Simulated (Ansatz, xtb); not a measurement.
**Relative energy of two isomers of F2H3SbSi**

We compare I, `F[SiH](F)[SbH2]`, a singlet, with II, `F[SiH2][SbH][F]`, a singlet. Both are isolated molecules in the gas phase, relaxed with PBE0-D4/def2-SVP; the shapes shown needn't be the lowest conformers.

I (Å):

```
atom    x (Å)    y (Å)    z (Å)
   F   1.4826  -1.1297  -0.3986
   F  -0.1355  -0.3410   1.4771
  Sb  -1.6350  -2.5386  -0.6938
  Si   0.3556  -1.6408   0.6457
   H   1.0217  -2.5595   1.6064
   H  -0.7346  -3.9656  -1.0112
   H  -2.2585  -3.2195   0.7537
```

II (Å):

```xyz
7

F     1.2980   -2.6593   -1.2180
F    -1.7909   -1.9786    2.1310
Sb    0.1659   -2.0465    2.0345
Si   -0.1523   -2.6319   -0.4704
H    -1.0182   -1.6231   -1.1421
H    -0.7634   -3.9875   -0.5816
H     0.3551   -0.3831    1.6231
```

Quicker runs give these differences E(II) − E(I): GFN2-xTB +0.036 eV; HF/STO-3G +1.005 eV (at GFN2-xTB geometries); r2SCAN-D4/def2-SVP +1.429 eV (at GFN2-xTB geometries).

Question: Estimate E(II) − E(I) at the level CCSD(T)/def2-SVP + ΔMP2/def2-TZVPP.

Answer: Calculated at CCSD(T)/def2-SVP + ΔMP2/def2-TZVPP: E(II) − E(I) = +1.498 eV, so structure I lies lower.

How the difference moves with the method:

```tsv
level	geometry	E(II) − E(I) (eV)	departure from the last row (eV)	job, with rough time for the two
GFN2-xTB	GFN2-xTB	+0.036	−1.462	optimisation, 0.38 s
HF/STO-3G	GFN2-xTB	+1.005	−0.493	single point, 0.42 s
r2SCAN-D4/def2-SVP	GFN2-xTB	+1.429	−0.069	single point, 1.5 s
PBE0-D4/def2-SVP	PBE0-D4/def2-SVP	+1.418	−0.080	optimisation, 24 s
HF/def2-SVP	PBE0-D4/def2-SVP	+1.398	−0.100	part of the CCSD(T) run
MP2/def2-SVP	PBE0-D4/def2-SVP	+1.468	−0.030	part of the CCSD(T) run
CCSD(T)/def2-SVP	PBE0-D4/def2-SVP	+1.425	−0.073	single point
CCSD(T)/def2-SVP + ΔMP2/def2-TZVPP	PBE0-D4/def2-SVP	+1.498		single point, 10 s
```

As drawn, II has 1 F–Sb, 1 Si–H in place of 1 F–Si, 1 Sb–H.

The levels shown agree on the order. The largest departure from CCSD(T)/def2-SVP + ΔMP2/def2-TZVPP is that of GFN2-xTB, 1.462 eV. The last row adds to CCSD(T) the change of the MP2 difference between the two basis sets, here +0.073 eV.

With harmonic frequencies from PBE0-D4/def2-SVP (ideal gas, rigid rotor, one conformer each, 298.15 K, 1 atm): on the last row, ΔE + ΔZPE = +1.508 eV. A mode under 50 cm⁻¹ makes harmonic enthalpies and free energies unreliable, so none is given.

The correlated steps freeze 11 core orbitals; the filled d shell of Sb is correlated, in a basis made for valence electrons. Atoms past krypton carry core potentials in the def2 sets, other sets are all-electron and non-relativistic, and no spin–orbit term is included. Codes used: Ansatz 0.2.0, xtb 6.7.1; the last row on 2 threads of Intel(R) Xeon(R) 6975P-C (Granite Rapids) on a shared host.
